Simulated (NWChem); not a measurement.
System: sulfur hexafluoride (SF6); SMILES FS(F)(F)(F)(F)F

NWChem printed, in part:

```
             Northwest Computational Chemistry Package (NWChem) 7.3.0
             --------------------------------------------------------

 CI  symmetry detected

                             Geometry "geometry" -> ""
                             -------------------------

 Output coordinates in angstroms (scale by  1.889725989 to convert to a.u.)

  No.       Tag          Charge          X              Y              Z
 ---- ---------------- ---------- -------------- -------------- --------------
    1 F                    9.0000     0.79503383     0.80452746    -1.10415304
    2 S                   16.0000     0.00000000     0.00000000     0.00000000
    3 F                    9.0000     1.21810631    -0.99588313     0.15145536
    4 F                    9.0000    -0.61857163    -0.92707934    -1.12088926
    5 F                    9.0000    -1.21810631     0.99588313    -0.15145536
    6 F                    9.0000     0.61857163     0.92707934     1.12088926
    7 F                    9.0000    -0.79503383    -0.80452746     1.10415304

 Effective nuclear repulsion energy (a.u.)     560.0250825693

      Symmetry information
      --------------------

 Group name             Ci
 Group number              3
 Group order               2
 No. of unique centers     4

                                 NWChem DFT Module
                                 -----------------

 Summary of "ao basis" -> "ao basis" (spherical)
 ------------------------------------------------------------------------------
       Tag                 Description            Shells   Functions and Types
 ---------------- ------------------------------  ------  ---------------------
 F                         def2-tzvpd               14       40   6s4p3d1f
 S                         def2-tzvpd               16       46   6s6p3d1f

      Symmetry analysis of basis
      --------------------------

        ag        141
        au        145

            General Information
            -------------------
          SCF calculation type: DFT
          Wavefunction type:  closed shell.
          No. of atoms     :     7
          No. of electrons :    70
           Alpha electrons :    35
            Beta electrons :    35
          Charge           :     0
          Spin multiplicity:     1
          Use of symmetry is: on ; symmetry adaption is: on
          Maximum number of iterations: 150
          AO basis - number of functions:   286
                     number of shells:   100
          Convergence on energy requested:  1.00D-06
          Convergence on density requested:  1.00D-05
          Convergence on gradient requested:  5.00D-04

              XC Information
              --------------
                  TPSS metaGGA Exchange Functional  1.000
             TPSS03 metaGGA Correlation Functional  1.000

             Grid Information
             ----------------
          Grid used for XC integration:  medium
          Radial quadrature: Mura-Knowles
          Angular quadrature: Lebedev.
          Tag              B.-S. Rad. Rad. Pts. Rad. Cut. Ang. Pts.
          ---              ---------- --------- --------- ---------
          F                   0.50       49          12.0       434
          S                   1.00       88          10.0       590
          Grid pruning is: on
          Number of quadrature shells:   235
          Spatial weights used:  Erf1

      Superposition of Atomic Density Guess
      -------------------------------------

 Sum of atomic energies:        -993.98923806

      Non-variational initial energy
      ------------------------------

 Total energy =    -995.863943
 1-e energy   =   -2502.655043
 2-e energy   =     946.766018
 HOMO         =      -0.568999
 LUMO         =       0.015145

      Symmetry analysis of molecular orbitals - initial
      -------------------------------------------------

  Numbering of irreducible representations:

     1 ag          2 au

  Orbital symmetries:

     1 ag          2 ag          3 au          4 au          5 au
     6 ag          7 ag          8 ag          9 au         10 au
    11 au         12 ag         13 au         14 au         15 au
    16 ag         17 ag         18 ag         19 au         20 au
    21 au         22 ag         23 ag         24 ag         25 ag
    26 ag         27 au         28 au         29 au         30 au
    31 au         32 au         33 ag         34 ag         35 ag
    36 ag         37 au         38 au         39 au         40 ag
    41 ag         42 ag         43 ag         44 ag         45 ag

------------------------------------------------------------
EAF file 0: "./job.aoints.0" size=3015704576 bytes
------------------------------------------------------------
               write      read    awrite     aread      wait
               -----      ----    ------     -----      ----
     calls:     5752         0         0         0         0
   data(b): 3.02e+09  0.00e+00  0.00e+00  0.00e+00
   time(s): 0.00e+00  0.00e+00  0.00e+00  0.00e+00  0.00e+00
rate(mb/s): 0.00e+00  0.00e+00
------------------------------------------------------------

     ---------------------------------------------
      Total Density - Mulliken Population Analysis
     ---------------------------------------------

    Atom       Charge   Shell Charges
 -----------   ------   -------------------------------------------------------
    1 F    9     9.47   0.77  1.20  0.61  1.00  0.33 -0.01  2.33  2.31  0.89  0.03  0.00  0.01 -0.00  0.00
    2 S   16    13.16   2.01  0.48  1.49  0.71  0.09  0.01  4.12  1.73  0.52  1.21 -0.03 -0.03  0.24  0.45 -0.00  0.15
    3 F    9     9.47   0.77  1.20  0.61  1.00  0.33 -0.01  2.33  2.31  0.89  0.03  0.00  0.01 -0.00  0.00
    4 F    9     9.47   0.77  1.20  0.61  1.00  0.33 -0.01  2.33  2.31  0.89  0.03  0.00  0.01 -0.00  0.00
    5 F    9     9.47   0.77  1.20  0.61  1.00  0.33 -0.01  2.33  2.31  0.89  0.03  0.00  0.01 -0.00  0.00
    6 F    9     9.47   0.77  1.20  0.61  1.00  0.33 -0.01  2.33  2.31  0.89  0.03  0.00  0.01 -0.00  0.00
    7 F    9     9.47   0.77  1.20  0.61  1.00  0.33 -0.01  2.33  2.31  0.89  0.03  0.00  0.01 -0.00  0.00

   convergence    iter        energy       DeltaE   RMS-Dens  Diis-err
 ---------------- ----- ----------------- --------- --------- ---------
 d= 0,ls=0.0,diis     1   -997.1458127848 -1.56D+03  1.11D-02  4.42D+00
 d= 0,ls=0.0,diis     2   -996.1288123616  1.02D+00  7.84D-03  1.94D+01
 d= 0,ls=0.0,diis     3   -997.5407997865 -1.41D+00  4.59D-04  5.17D-02
 d= 0,ls=0.0,diis     4   -997.5424298749 -1.63D-03  2.04D-04  2.83D-02
 d= 0,ls=0.0,diis     5   -997.5443220265 -1.89D-03  1.85D-05  1.01D-04
  Resetting Diis
 d= 0,ls=0.0,diis     6   -997.5443276149 -5.59D-06  3.61D-06  1.53D-06
 d= 0,ls=0.0,diis     7   -997.5443276837 -6.87D-08  2.09D-06  3.01D-08

         Total DFT energy =     -997.544327683650
      One electron energy =    -2498.699567554743
           Coulomb energy =     1029.886021610201
    Exchange-Corr. energy =      -88.755864308426
 Nuclear repulsion energy =      560.025082569319

 Numeric. integr. density =       70.000001043129

                  Occupations of the irreducible representations
                  ----------------------------------------------

                     irrep           alpha         beta
                     --------     --------     --------
                     ag               17.0         17.0
                     au               18.0         18.0

                       DFT Final Molecular Orbital Analysis
                       ------------------------------------

 Vector   33  Occ=2.000000D+00  E=-3.791397D-01  Symmetry=ag
              MO Center= -8.7D-15, -1.4D-14, -2.6D-14, r^2= 2.9D+00
   Bfn.  Coefficient  Atom+Function         Bfn.  Coefficient  Atom+Function
  ----- ------------  ---------------      ----- ------------  ---------------
     9      0.193375  1 F  pz               255     -0.193375  7 F  pz
   135     -0.190185  4 F  pz               215      0.190185  6 F  pz
     8      0.158691  1 F  py                12      0.159397  1 F  pz
   254     -0.158691  7 F  py               258     -0.159397  7 F  pz
   138     -0.156766  4 F  pz               218      0.156766  6 F  pz

 Vector   34  Occ=2.000000D+00  E=-3.791267D-01  Symmetry=ag
              MO Center=  1.7D-14,  2.2D-14,  2.3D-14, r^2= 2.9D+00
   Bfn.  Coefficient  Atom+Function         Bfn.  Coefficient  Atom+Function
  ----- ------------  ---------------      ----- ------------  ---------------
    95      0.211924  3 F  pz               175     -0.211924  5 F  pz
   133      0.208025  4 F  px               213     -0.208025  6 F  px
    98      0.174686  3 F  pz               178     -0.174686  5 F  pz
   134     -0.171524  4 F  py               136      0.171472  4 F  px
   214      0.171524  6 F  py               216     -0.171472  6 F  px

 Vector   35  Occ=2.000000D+00  E=-3.791248D-01  Symmetry=ag
              MO Center=  5.4D-14,  9.1D-14, -1.3D-13, r^2= 2.9D+00
   Bfn.  Coefficient  Atom+Function         Bfn.  Coefficient  Atom+Function
  ----- ------------  ---------------      ----- ------------  ---------------
     7      0.208191  1 F  px               253     -0.208191  7 F  px
     8     -0.171660  1 F  py                10      0.171609  1 F  px
   254      0.171660  7 F  py               256     -0.171609  7 F  px
    95      0.169246  3 F  pz               175     -0.169246  5 F  pz
    94     -0.154520  3 F  py               174      0.154520  5 F  py

 Vector   36  Occ=0.000000D+00  E=-1.044889D-01  Symmetry=ag
              MO Center= -2.0D-14,  5.3D-15,  4.6D-14, r^2= 2.8D+00
   Bfn.  Coefficient  Atom+Function         Bfn.  Coefficient  Atom+Function
  ----- ------------  ---------------      ----- ------------  ---------------
    45      0.908352  2 S  s                 44      0.834807  2 S  s
    43     -0.450646  2 S  s                 46      0.390912  2 S  s
    93      0.144175  3 F  px               173     -0.144175  5 F  px
   135     -0.132664  4 F  pz               215      0.132664  6 F  pz
     9     -0.130684  1 F  pz               255      0.130684  7 F  pz

 Vector   37  Occ=0.000000D+00  E= 1.618290D-02  Symmetry=ag
              MO Center= -2.5D-15, -1.5D-15,  2.6D-15, r^2= 1.2D+01
   Bfn.  Coefficient  Atom+Function         Bfn.  Coefficient  Atom+Function
  ----- ------------  ---------------      ----- ------------  ---------------
    46      4.319357  2 S  s                 45      2.602813  2 S  s
     6     -0.892753  1 F  s                 92     -0.892777  3 F  s
   132     -0.892925  4 F  s                172     -0.892777  5 F  s
   212     -0.892925  6 F  s                252     -0.892753  7 F  s
    44     -0.587210  2 S  s                102      0.285294  3 F  px

 Vector   38  Occ=0.000000D+00  E= 2.133325D-02  Symmetry=au
              MO Center= -6.6D-13, -1.1D-12, -5.0D-13, r^2= 1.7D+01
   Bfn.  Coefficient  Atom+Function         Bfn.  Coefficient  Atom+Function
  ----- ------------  ---------------      ----- ------------  ---------------
    63      1.570280  2 S  py                62      1.532733  2 S  px
    64      1.373138  2 S  pz                60      0.428220  2 S  py
    59      0.417962  2 S  px                61      0.374450  2 S  pz
   143     -0.317365  4 F  py               223     -0.317365  6 F  py
   131      0.305278  4 F  s                211     -0.305278  6 F  s

------------------------------------------------------------
EAF file 0: "./job.aoints.0" size=3198681088 bytes
------------------------------------------------------------
               write      read    awrite     aread      wait
               -----      ----    ------     -----      ----
     calls:     6104         7         0     36600     36600
   data(b): 3.20e+09  3.67e+06  0.00e+00  1.92e+10
   time(s): 0.00e+00  0.00e+00  0.00e+00  0.00e+00  0.00e+00
rate(mb/s): 0.00e+00  0.00e+00
------------------------------------------------------------

     ---------------------------------------------
      Total Density - Mulliken Population Analysis
     ---------------------------------------------

    Atom       Charge   Shell Charges
 -----------   ------   -------------------------------------------------------
    1 F    9     9.27   0.77  1.20  0.63  0.97  0.40  0.01  2.27  2.10  0.85  0.05  0.00  0.01 -0.00  0.00
    2 S   16    14.40   2.01  0.47  1.48  1.08 -0.17  0.02  4.17  1.67  0.79  1.75 -0.32 -0.05  0.46  0.76  0.04  0.24
    3 F    9     9.27   0.77  1.20  0.63  0.97  0.40  0.01  2.27  2.10  0.85  0.05  0.00  0.01 -0.00  0.00
    4 F    9     9.27   0.77  1.20  0.63  0.97  0.40  0.01  2.27  2.10  0.85  0.05  0.00  0.01 -0.00  0.00
    5 F    9     9.27   0.77  1.20  0.63  0.97  0.40  0.01  2.27  2.10  0.85  0.05  0.00  0.01 -0.00  0.00
    6 F    9     9.27   0.77  1.20  0.63  0.97  0.40  0.01  2.27  2.10  0.85  0.05  0.00  0.01 -0.00  0.00
    7 F    9     9.27   0.77  1.20  0.63  0.97  0.40  0.01  2.27  2.10  0.85  0.05  0.00  0.01 -0.00  0.00

     -------------------------------------------
      Total Density - Lowdin Population Analysis
     -------------------------------------------

    Atom       Charge   Shell Charges
 -----------   ------   -------------------------------------------------------
    1 F    9     9.10   0.86  1.10  0.61  0.69  0.31  0.08  2.13  2.12  0.81  0.13  0.00  0.02  0.23  0.00
    2 S   16    15.37   1.98  0.83  1.08  0.40  0.15  0.07  3.88  1.87  0.82  0.98  0.41  0.05  0.43  1.32  0.48  0.62
    3 F    9     9.10   0.86  1.10  0.61  0.69  0.31  0.08  2.13  2.12  0.81  0.13  0.00  0.02  0.23  0.00
    4 F    9     9.10   0.86  1.10  0.61  0.69  0.31  0.08  2.13  2.12  0.81  0.13  0.00  0.02  0.23  0.00
    5 F    9     9.10   0.86  1.10  0.61  0.69  0.31  0.08  2.13  2.12  0.81  0.13  0.00  0.02  0.23  0.00
    6 F    9     9.10   0.86  1.10  0.61  0.69  0.31  0.08  2.13  2.12  0.81  0.13  0.00  0.02  0.23  0.00
    7 F    9     9.10   0.86  1.10  0.61  0.69  0.31  0.08  2.13  2.12  0.81  0.13  0.00  0.02  0.23  0.00

     Multipole analysis of the density
     ---------------------------------

     L   x y z        total         alpha         beta         nuclear
     -   - - -        -----         -----         ----         -------
     0   0 0 0      0.000000    -35.000000    -35.000000     70.000000

     1   1 0 0      0.000000      0.000000      0.000000     -0.000000
     1   0 1 0      0.000000      0.000000      0.000000      0.000000
     1   0 0 1      0.000000      0.000000      0.000000     -0.000000

     2   2 0 0    -31.711260    -96.156131    -96.156131    160.601002
     2   1 1 0     -0.000728     -0.000364     -0.000364      0.000000
     2   1 0 1      0.000020      0.000010      0.000010     -0.000000
     2   0 2 0    -31.711634    -96.157318    -96.157318    160.603001
     2   0 1 1     -0.000217     -0.000109     -0.000109     -0.000000
     2   0 0 2    -31.712211    -96.156374    -96.156374    160.600537
```

Level: TPSS/def2-TZVPD. Coordinates come from a PBE0/def2-SVP optimisation.

### Question
Which NWChem input produces such a log?

### Answer
Several could match; the one computed here: the input that was run:
```
start job
memory heap 200 mb stack 900 mb global 1100 mb
geometry units angstroms noautoz
  F      0.745193     0.976465    -0.994837
  S      0.000000     0.000000     0.000000
  F      1.382398    -0.662784     0.384965
  F     -0.179325    -1.051549    -1.166442
  F     -1.382398     0.662784    -0.384965
  F      0.179325     1.051549     1.166442
  F     -0.745193    -0.976465     0.994837
end
basis spherical
  * library def2-tzvpd
end
dft
  xc xtpss03 ctpss03
  iterations 150
  semidirect filesize 400000000
  mulliken
end
task dft energy
```
